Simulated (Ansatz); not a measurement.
Start from `[Br][InH][Br]` and change one element to get `BrBBr`.

Ansatz, PBE0-D4/def2-TZVP geometries, multiplicity 1. 

Elements past krypton have def2 core potentials. Scalar relativity is left out up to krypton.

```
                                                                                  property  `[Br][InH][Br]`
ideal-gas entropy at 298 K and 1 bar (rigid rotor, harmonic PBE0-D4/def2-TZVP) / J/(mol·K)              336
                                        size of the dipole moment (ωB97M-V/def2-TZVPP) / D             2.23
                                                       HOMO–LUMO gap (PBE/def2-TZVPP) / eV             4.33
                                            size of the dipole moment (PBE/def2-TZVPP) / D             2.02
                                                         HOMO energy (PBE/def2-TZVPP) / eV            -7.11
                                                        LUMO energy (PBE0/def2-TZVPP) / eV            -2.03
```

Question: Give the same properties after the change, and the shifts. (Best estimate.)

Answer: Ansatz gave: 
```
                                                                                  property  `BrBBr`  shift
ideal-gas entropy at 298 K and 1 bar (rigid rotor, harmonic PBE0-D4/def2-TZVP) / J/(mol·K)      291    -45
                                        size of the dipole moment (ωB97M-V/def2-TZVPP) / D     0.39  -1.84
                                                       HOMO–LUMO gap (PBE/def2-TZVPP) / eV     4.33   0.00
                                            size of the dipole moment (PBE/def2-TZVPP) / D     0.22  -1.80
                                                         HOMO energy (PBE/def2-TZVPP) / eV    -7.26  -0.15
                                                        LUMO energy (PBE0/def2-TZVPP) / eV    -2.04  -0.01
```

Dipoles are sizes alone; their direction can turn.

Spin–orbit coupling is left out; it splits and shifts lone-pair levels of the heavy atoms by tenths of an eV.
